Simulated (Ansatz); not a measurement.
Born–Oppenheimer molecular dynamics of BClH₅OP (9 atoms, charge 0, multiplicity 1). It starts at the highest image of a converged band. Of that band: The profile has 2 maxima (images 4, 8) with wells between them (image 5): this band takes more than one step, which may be the mechanism or a detour left from its start path. A vibrational analysis at the climbing image gives one clearly imaginary mode, 649i cm⁻¹: a first-order saddle point.

Method: RKS LDA/6-31G* in Ansatz 0.2.0.

```yaml
ensemble: NVE (velocity Verlet)
time_step: 0.5 fs
steps_asked: 200
starting_velocities_drawn_for: 100 K
seed: 3405
```

Frames 1 fs apart, positions in Å, forces in eV/Å.

Velocities at 20.0 fs (Å/ps):

```
B -0.89 -6.68 4.90
H -4.77 -16.69 -5.19
O 1.00 3.51 -1.52
H -6.20 -0.18 5.97
Cl -0.98 -0.56 -0.91
P 1.84 0.70 0.49
H -2.89 6.92 0.15
H -9.78 8.24 -5.60
H -4.86 15.74 -6.61
```

```xyz
9
Properties=species:S:1:pos:R:3:forces:R:3 time_fs=20.0 energy_less_start_eV=-0.022 T=125
B -0.161 0.146 0.132 0.20 -0.99 0.68
H -0.554 -0.441 1.208 0.25 0.31 -0.33
O 1.196 -0.036 -0.187 -0.49 -0.14 -0.20
H 1.343 -0.994 -0.350 0.07 0.18 0.11
Cl -1.539 -0.173 -1.012 0.05 0.21 -0.33
P -0.062 2.275 0.330 0.01 0.36 0.38
H -1.373 2.660 0.765 -0.08 0.07 -0.02
H 0.522 2.526 1.643 -0.02 0.01 -0.36
H -0.456 0.971 1.160 0.01 -0.02 0.07
9
Properties=species:S:1:pos:R:3:forces:R:3 time_fs=21.0 energy_less_start_eV=-0.031 T=134
B -0.162 0.139 0.137 0.18 -1.02 0.63
H -0.558 -0.456 1.201 0.27 0.33 -0.30
O 1.197 -0.033 -0.189 -0.57 -0.17 -0.17
H 1.337 -0.993 -0.343 0.11 0.19 0.10
Cl -1.540 -0.174 -1.012 0.08 0.23 -0.33
P -0.060 2.276 0.331 -0.19 0.39 0.26
H -1.376 2.667 0.765 0.02 0.05 -0.07
H 0.513 2.535 1.636 0.08 0.05 -0.20
H -0.460 0.987 1.154 0.02 -0.05 0.08
9
Properties=species:S:1:pos:R:3:forces:R:3 time_fs=22.0 energy_less_start_eV=-0.039 T=143
B -0.163 0.131 0.143 0.17 -0.99 0.50
H -0.559 -0.468 1.192 0.27 0.30 -0.20
O 1.198 -0.029 -0.190 -0.65 -0.13 -0.14
H 1.332 -0.991 -0.336 0.17 0.12 0.08
Cl -1.541 -0.174 -1.014 0.11 0.25 -0.32
P -0.058 2.276 0.331 -0.40 0.41 0.11
H -1.379 2.675 0.765 0.12 0.03 -0.12
H 0.504 2.543 1.627 0.18 0.09 0.00
H -0.465 1.002 1.148 0.03 -0.08 0.08
9
Properties=species:S:1:pos:R:3:forces:R:3 time_fs=23.0 energy_less_start_eV=-0.046 T=151
B -0.163 0.122 0.149 0.19 -0.91 0.31
H -0.557 -0.477 1.180 0.23 0.22 -0.03
O 1.198 -0.026 -0.192 -0.72 -0.05 -0.09
H 1.329 -0.987 -0.328 0.23 0.01 0.05
Cl -1.542 -0.175 -1.015 0.14 0.27 -0.30
P -0.056 2.277 0.332 -0.57 0.41 -0.05
H -1.380 2.683 0.763 0.19 0.02 -0.16
H 0.496 2.553 1.618 0.28 0.13 0.19
H -0.469 1.016 1.144 0.04 -0.10 0.08
9
Properties=species:S:1:pos:R:3:forces:R:3 time_fs=24.0 energy_less_start_eV=-0.051 T=156
B -0.163 0.113 0.155 0.22 -0.78 0.05
H -0.554 -0.484 1.168 0.17 0.10 0.18
O 1.197 -0.023 -0.194 -0.78 0.02 -0.06
H 1.328 -0.984 -0.319 0.28 -0.09 0.03
Cl -1.543 -0.175 -1.016 0.17 0.28 -0.28
P -0.055 2.279 0.333 -0.68 0.41 -0.18
H -1.380 2.691 0.760 0.22 0.02 -0.17
H 0.492 2.564 1.611 0.34 0.17 0.34
H -0.473 1.029 1.140 0.05 -0.12 0.08
9
Properties=species:S:1:pos:R:3:forces:R:3 time_fs=25.0 energy_less_start_eV=-0.056 T=162
B -0.164 0.102 0.162 0.26 -0.62 -0.23
H -0.548 -0.490 1.158 0.09 -0.04 0.42
O 1.197 -0.020 -0.196 -0.81 0.02 -0.03
H 1.330 -0.981 -0.310 0.32 -0.13 0.02
Cl -1.544 -0.175 -1.017 0.21 0.29 -0.24
P -0.054 2.280 0.333 -0.71 0.41 -0.24
H -1.378 2.699 0.755 0.22 0.03 -0.17
H 0.490 2.576 1.607 0.37 0.18 0.40
H -0.477 1.042 1.136 0.06 -0.14 0.08
9
Properties=species:S:1:pos:R:3:forces:R:3 time_fs=26.0 energy_less_start_eV=-0.063 T=170
B -0.163 0.091 0.168 0.28 -0.47 -0.50
H -0.542 -0.497 1.152 0.02 -0.17 0.63
O 1.195 -0.016 -0.198 -0.81 -0.06 -0.02
H 1.335 -0.979 -0.301 0.33 -0.08 0.03
Cl -1.544 -0.175 -1.018 0.24 0.30 -0.19
P -0.053 2.281 0.334 -0.64 0.41 -0.22
H -1.374 2.708 0.748 0.17 0.05 -0.16
H 0.492 2.591 1.607 0.34 0.17 0.35
H -0.479 1.052 1.134 0.07 -0.15 0.08
9
Properties=species:S:1:pos:R:3:forces:R:3 time_fs=27.0 energy_less_start_eV=-0.076 T=184
B -0.163 0.080 0.174 0.27 -0.37 -0.68
H -0.535 -0.505 1.152 -0.03 -0.25 0.74
O 1.194 -0.013 -0.199 -0.78 -0.20 -0.02
H 1.343 -0.978 -0.291 0.33 0.03 0.03
Cl -1.545 -0.175 -1.020 0.29 0.30 -0.13
P -0.052 2.283 0.334 -0.50 0.42 -0.12
H -1.368 2.716 0.740 0.09 0.08 -0.12
H 0.498 2.607 1.610 0.27 0.13 0.22
H -0.482 1.062 1.132 0.07 -0.15 0.08
9
Properties=species:S:1:pos:R:3:forces:R:3 time_fs=28.0 energy_less_start_eV=-0.094 T=204
B -0.163 0.068 0.179 0.21 -0.33 -0.73
H -0.529 -0.515 1.159 -0.04 -0.25 0.72
O 1.191 -0.010 -0.201 -0.73 -0.36 -0.02
H 1.354 -0.977 -0.281 0.31 0.16 0.04
Cl -1.546 -0.175 -1.021 0.33 0.30 -0.07
P -0.051 2.284 0.335 -0.32 0.44 0.01
H -1.362 2.726 0.731 -0.01 0.11 -0.08
H 0.506 2.624 1.615 0.17 0.08 0.04
H -0.483 1.070 1.131 0.08 -0.15 0.08
9
Properties=species:S:1:pos:R:3:forces:R:3 time_fs=29.0 energy_less_start_eV=-0.115 T=228
B -0.162 0.056 0.184 0.10 -0.37 -0.66
H -0.523 -0.528 1.173 0.00 -0.18 0.56
O 1.189 -0.007 -0.203 -0.68 -0.47 -0.02
H 1.367 -0.974 -0.271 0.28 0.26 0.05
Cl -1.546 -0.175 -1.023 0.38 0.30 0.01
P -0.051 2.286 0.335 -0.12 0.45 0.16
H -1.355 2.737 0.721 -0.10 0.14 -0.03
H 0.515 2.641 1.621 0.06 0.01 -0.16
H -0.484 1.077 1.131 0.08 -0.14 0.08
9
Properties=species:S:1:pos:R:3:forces:R:3 time_fs=30.0 energy_less_start_eV=-0.136 T=250
B -0.161 0.044 0.188 -0.04 -0.45 -0.48
H -0.517 -0.543 1.192 0.06 -0.05 0.31
O 1.186 -0.004 -0.205 -0.62 -0.52 -0.02
H 1.384 -0.969 -0.260 0.26 0.28 0.05
Cl -1.547 -0.175 -1.024 0.43 0.29 0.09
P -0.050 2.288 0.335 0.04 0.47 0.29
H -1.350 2.749 0.710 -0.18 0.16 0.01
H 0.525 2.659 1.625 -0.04 -0.05 -0.32
H -0.484 1.082 1.132 0.08 -0.13 0.07
9
Properties=species:S:1:pos:R:3:forces:R:3 time_fs=31.0 energy_less_start_eV=-0.152 T=268
B -0.160 0.031 0.192 -0.18 -0.55 -0.28
H -0.510 -0.558 1.214 0.13 0.09 0.01
O 1.182 -0.002 -0.207 -0.57 -0.50 -0.01
H 1.403 -0.961 -0.249 0.25 0.23 0.05
Cl -1.547 -0.175 -1.026 0.47 0.27 0.18
P -0.049 2.290 0.336 0.14 0.48 0.38
H -1.346 2.763 0.700 -0.21 0.17 0.04
H 0.535 2.677 1.626 -0.12 -0.09 -0.43
H -0.483 1.086 1.133 0.08 -0.10 0.06
```

Of the whole run (100 fs, mean temperature of the second half 901 K): The conserved energy stayed within 0.033 meV per atom of its start (net change 0.013 meV per atom), so the integration is sound. The system heated up, since it started high on the potential surface and ran downhill. A run of 0.1 ps of so small a system gives no equilibrium averages. The orbitals stay closed-shell, which can raise the energy where a bond breaks towards radicals; this wasn't checked here.

The run took 5.1 min on 1 thread of Arm Neoverse V1 (shared host), peak memory 0.11 GiB.
